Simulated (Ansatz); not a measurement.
`C=[C](C)[GeH2][F]` and `C=CC` differ in one atom or group.

Ansatz, PBE0-D4/def2-TZVP geometries, multiplicity 1. Each molecule was computed in one conformer, which needn't be the lowest.

Scalar relativity is left out up to krypton.

```
                                      property  `C=[C](C)[GeH2][F]`
          HOMO–LUMO gap (PBE0/def2-TZVPP) / eV                 7.50
         LUMO energy (ωB97M-V/def2-TZVPP) / eV                 1.81
size of the dipole moment (PBE/def2-TZVPP) / D                 2.49
           LUMO energy (B3LYP/def2-TZVPP) / eV                -0.51
       HOMO–LUMO gap (ωB97M-V/def2-TZVPP) / eV                11.82
            LUMO energy (PBE0/def2-TZVPP) / eV                -0.28
```

Give the same properties after the change, and the shifts. (An estimate is asked.)

Ansatz gave: 
```csv
property,`C=CC`,shift
HOMO–LUMO gap (PBE0/def2-TZVPP) / eV,7.82,0.32
LUMO energy (ωB97M-V/def2-TZVPP) / eV,2.57,0.76
size of the dipole moment (PBE/def2-TZVPP) / D,0.44,-2.05
LUMO energy (B3LYP/def2-TZVPP) / eV,0.20,0.71
HOMO–LUMO gap (ωB97M-V/def2-TZVPP) / eV,12.21,0.39
LUMO energy (PBE0/def2-TZVPP) / eV,0.45,0.73
```

With PBE0 the HOMO rises by 0.41 eV and the LUMO rises by 0.73 eV, so the gap widens by about 0.32 eV. PBE moves the HOMO by 0.42 eV and ωB97M-V by 0.37 eV. Dipoles are sizes alone; their direction can turn.

B3LYP here is the variant with VWN-RPA as its local correlation; programs differ in this.
